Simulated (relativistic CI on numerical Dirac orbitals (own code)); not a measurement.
## Magnetism of Rh⁺, 4d8, in a crystal field

Calculated by Dirac-Coulomb-Breit CI, orbitals from a KLI potential per configuration, model QED (radiative potential, 1s self-energy scaled to tabulated hydrogen-like ionisation energies), valence Slater integrals scaled by 0.65, one configuration in a parametric crystal field (own radial code).

Field parameters in Wybourne normalisation: D3d B²₀ = −7Dσ, B⁴₀ = −14Dq − 21Dτ, B⁴₃ = −14√(10/7) Dq. The field is a parameter set, without covalency.

S is read from ⟨S²⟩ = S(S + 1).

Powder χT (cm³ K mol⁻¹) by Van Vleck's formula, with temperature-independent terms:

| Field | 2 K | 5 K | 10 K | 20 K | 50 K | 100 K | 200 K | 300 K |
| --- | --- | --- | --- | --- | --- | --- | --- | --- |
| D3d, 10Dq = 11500, Dσ = -1200, Dτ = -250 cm⁻¹ | 0.136 | 0.341 | 0.672 | 1.11 | 1.38 | 1.43 | 1.46 | 1.48 |
| D3d, 10Dq = 11500, Dσ = 1200, Dτ = -250 cm⁻¹ | 1.05 | 1.27 | 1.35 | 1.38 | 1.39 | 1.4 | 1.41 | 1.43 |
| D3d, 10Dq = 11500, Dσ = 980, Dτ = -250 cm⁻¹ | 1.02 | 1.25 | 1.34 | 1.38 | 1.39 | 1.4 | 1.42 | 1.44 |
| D3d, 10Dq = 11500, Dσ = 760, Dτ = -250 cm⁻¹ | 1.03 | 1.26 | 1.35 | 1.38 | 1.4 | 1.41 | 1.42 | 1.44 |
| D3d, 10Dq = 11500, Dσ = 550, Dτ = -250 cm⁻¹ | 1.1 | 1.3 | 1.37 | 1.39 | 1.4 | 1.41 | 1.43 | 1.45 |
| D3d, 10Dq = 11500, Dσ = 330, Dτ = -250 cm⁻¹ | 1.26 | 1.37 | 1.39 | 1.4 | 1.4 | 1.41 | 1.43 | 1.45 |
| D3d, 10Dq = 11500, Dσ = 110, Dτ = -250 cm⁻¹ | 1.37 | 1.39 | 1.4 | 1.4 | 1.41 | 1.42 | 1.44 | 1.46 |
| D3d, 10Dq = 11500, Dσ = -110, Dτ = -250 cm⁻¹ | 0.805 | 1.26 | 1.37 | 1.4 | 1.41 | 1.42 | 1.44 | 1.46 |

For D3d, 10Dq = 11500, Dσ = 330, Dτ = -250 cm⁻¹: what effective moment follows at 300 K?

μ_eff = √(8χT) = 3.41 μB. The ground level has S = 1.00; the spin-only moment for S = 1 is 2.83 μB. The difference comes from the orbital moment, spin-orbit mixing of terms and temperature-independent paramagnetism, all larger in this ionic model than in covalent complexes.
